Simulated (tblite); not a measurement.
C6H12AsGa.
Atom-mapped SMILES: `[H][As+:4]([H])([H])[Ga@H-:3]([CH:2]=[CH2:1])[C:5]#[C:6][CH2:7][CH3:8]` (hydrogens: H9, H10 on C1; H11 on C2; H12 on Ga3; H13, H14, H15 on As4; H16, H17 on C7; H18, H19, H20 on C8)
Bond orders are those of one Lewis drawing.

Computed with GFN2-xTB (tblite), gas phase: L-BFGS steps from a force-field or distance-geometry start until the largest atomic force falls under 0.01 eV/Å.

Step 93: E = -609.0261 eV
```
atom  x, y, z in Å  |  force x, y, z in eV/Å
C1     -3.2433    2.4948    1.2893    0.021  -0.001  -0.012
C2     -2.5820    1.6938    0.4576   -0.019   0.052   0.032
Ga3    -1.2542    0.3179    1.0656   -0.013   0.002  -0.021
As4    -2.2575   -1.8770   -0.4822    0.059  -0.045   0.024
C5      0.5741    0.3120    0.3524   -0.027  -0.071  -0.042
C6      1.6638    0.3347   -0.1817   -0.014  -0.047   0.053
C7      2.9931    0.3218   -0.7709    0.011  -0.032   0.027
C8      3.8878   -0.7359   -0.1194   -0.012  -0.018   0.023
H9     -3.1028    2.4328    2.3617   -0.017  -0.010   0.020
H10    -3.9443    3.2509    0.9527   -0.008  -0.029   0.011
H11    -2.7703    1.8229   -0.6111    0.022   0.016  -0.041
H12    -1.5452   -0.5824    2.3365    0.070   0.041  -0.019
H13    -1.2490   -2.8386    0.0531   -0.021   0.031  -0.013
H14    -2.5191   -2.7976   -1.6424   -0.003   0.001  -0.003
H15    -3.3260   -2.5659    0.3026    0.001   0.017  -0.001
H16     3.4392    1.3127   -0.6464    0.021   0.012  -0.020
H17     2.9047    0.1169   -1.8425   -0.015   0.025   0.001
H18     4.0058   -0.5326    0.9435    0.005   0.010  -0.027
H19     4.8709   -0.7447   -0.5877   -0.030   0.048   0.017
H20     3.4491   -1.7255   -0.2283   -0.031  -0.002  -0.006
```

Step 94: E = -609.0280 eV
```
atom  x, y, z in Å  |  force x, y, z in eV/Å
C1     -3.2518    2.4861    1.2936    0.012   0.004   0.017
C2     -2.5798    1.7015    0.4550   -0.016   0.057   0.007
Ga3    -1.2546    0.3221    1.0615   -0.018   0.005  -0.013
As4    -2.2444   -1.8745   -0.4889    0.063  -0.025   0.023
C5      0.5744    0.3149    0.3489   -0.028  -0.077  -0.042
C6      1.6626    0.3328   -0.1884   -0.011  -0.044   0.045
C7      2.9927    0.3180   -0.7764    0.008  -0.032   0.037
C8      3.8835   -0.7403   -0.1195   -0.014  -0.020   0.021
H9     -3.1242    2.4049    2.3676   -0.018  -0.012  -0.019
H10    -3.9508    3.2467    0.9622   -0.003  -0.032   0.017
H11    -2.7555    1.8512   -0.6142    0.029   0.007  -0.011
H12    -1.5535   -0.5702    2.3387    0.078   0.045  -0.036
H13    -1.2385   -2.8310    0.0584   -0.013   0.024  -0.007
H14    -2.5076   -2.8094   -1.6365   -0.009  -0.004  -0.008
H15    -3.3134   -2.5484    0.3062   -0.008   0.008   0.001
H16     3.4383    1.3090   -0.6502    0.029   0.008  -0.025
H17     2.9084    0.1132   -1.8486   -0.023   0.021   0.015
H18     4.0055   -0.5281    0.9412    0.002   0.003  -0.028
H19     4.8658   -0.7595   -0.5894   -0.038   0.050   0.013
H20     3.4376   -1.7284   -0.2187   -0.021   0.015  -0.006
```

Step 95: E = -609.0293 eV
```
atom  x, y, z in Å  |  force x, y, z in eV/Å
C1     -3.2950    2.4522    1.3125    0.179  -0.189  -0.098
C2     -2.5675    1.7354    0.4502   -0.184   0.257   0.116
Ga3    -1.2534    0.3432    1.0504   -0.044   0.003   0.014
As4    -2.1940   -1.8556   -0.5170    0.050  -0.037  -0.009
C5      0.5748    0.3215    0.3320   -0.028  -0.094  -0.038
C6      1.6576    0.3193   -0.2165    0.006  -0.022   0.032
C7      2.9917    0.2981   -0.7977    0.002  -0.016   0.041
C8      3.8694   -0.7598   -0.1208   -0.002  -0.017   0.018
H9     -3.2261    2.2976    2.3902    0.004  -0.017  -0.231
H10    -3.9874    3.2235    0.9950   -0.016  -0.013   0.031
H11    -2.6862    1.9613   -0.6193    0.027  -0.017   0.188
H12    -1.5876   -0.5288    2.3421    0.113   0.060  -0.093
H13    -1.1927   -2.7831    0.0839    0.000   0.012  -0.003
H14    -2.4619   -2.8567   -1.6121   -0.010   0.027   0.038
H15    -3.2631   -2.4737    0.3208   -0.018  -0.008  -0.009
H16     3.4346    1.2909   -0.6674    0.045  -0.024  -0.032
H17     2.9250    0.0941   -1.8724   -0.059   0.002   0.068
H18     4.0113   -0.5111    0.9303   -0.009  -0.034  -0.045
H19     4.8464   -0.8160   -0.6013   -0.073   0.050   0.019
H20     3.3990   -1.7417   -0.1804    0.016   0.075  -0.006
```

Problem. Estimate the geometry and energy of step 96. (The exact step hangs on the optimiser's Hessian estimate; all steps are aligned on step 95, rigid shifts and turns removed.)

Solution. E = -609.0323 eV, largest force 0.118 eV/Å
```
atom  x, y, z in Å  |  force x, y, z in eV/Å
C1     -3.2719    2.4665    1.3042   -0.018   0.005   0.049
C2     -2.5740    1.7228    0.4504    0.010   0.050  -0.041
Ga3    -1.2571    0.3331    1.0506   -0.021   0.010  -0.003
As4    -2.2082   -1.8704   -0.5026    0.035   0.056   0.009
C5      0.5715    0.3149    0.3345   -0.027  -0.086  -0.039
C6      1.6578    0.3224   -0.2065    0.001  -0.018   0.022
C7      2.9914    0.3073   -0.7890   -0.012  -0.006   0.041
C8      3.8718   -0.7517   -0.1193   -0.010  -0.003   0.001
H9     -3.1767    2.3370    2.3783   -0.014  -0.010  -0.063
H10    -3.9664    3.2356    0.9844   -0.010  -0.015   0.031
H11    -2.7181    1.9215   -0.6165    0.034  -0.007   0.031
H12    -1.5717   -0.5397    2.3409    0.091   0.045  -0.061
H13    -1.2119   -2.8140    0.0714    0.028  -0.022   0.023
H14    -2.4796   -2.8352   -1.6206   -0.022  -0.023  -0.020
H15    -3.2827   -2.5037    0.3156   -0.017  -0.014   0.002
H16     3.4342    1.2998   -0.6561    0.035  -0.019  -0.028
H17     2.9200    0.1078   -1.8639   -0.045   0.001   0.054
H18     4.0049   -0.5156    0.9343   -0.006  -0.020   0.002
H19     4.8516   -0.7926   -0.5930   -0.034   0.038  -0.004
H20     3.4100   -1.7352   -0.1946    0.002   0.038  -0.008
```

The energy changes by -0.0030 eV. The first-order estimate −F·Δx gives -0.0068 eV and the mean of the old and new forces, exact on a quadratic surface, -0.0032 eV. The step makes an angle of 85° with the force vector and moves no atom by more than 0.064 Å.

What follows is the cost of the whole relaxation. Time: 1.7 s. Hardware: an Arm Neoverse V1 with one thread (shared host).
